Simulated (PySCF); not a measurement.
SiOBr, SMILES [Si](Br)=O, multiplicity 2. Atoms are numbered in the order given.

```xyz
3

Si     0.4667     1.1682     0.0000
O     -0.5323     2.3259     0.0000
Br    -0.0650    -0.9989     0.0000
```
Charge 0, spin multiplicity 2.

Coordinates come from a TPSSh-D3(BJ)/def2-TZVP optimisation.

The numbers are results of SMD-B3LYP/6-31G* (PySCF), not measurements.

Solvation free energies are E(SMD) − E(gas) at the gas-phase geometry, for 1 M in both phases. Bromine has the revised SMD18 radius of 2.60 Å. In vacuum the dipole moment is 2.38 D.

Q: Estimate the solvation free energies in water, tetrahydrofuran, cyclohexanone. (Estimate from the structure and the level; the computed values follow.)

A: 
```
solvent          ΔG(solv) (kcal/mol)  its non-electrostatic (CDS) part  dipole (D)
---------------  -------------------  --------------------------------  ----------
water                           -5.7                              -0.4        3.36
tetrahydrofuran                 -5.4                              -2.8        2.79
cyclohexanone                   -5.5                              -2.6        2.84
```
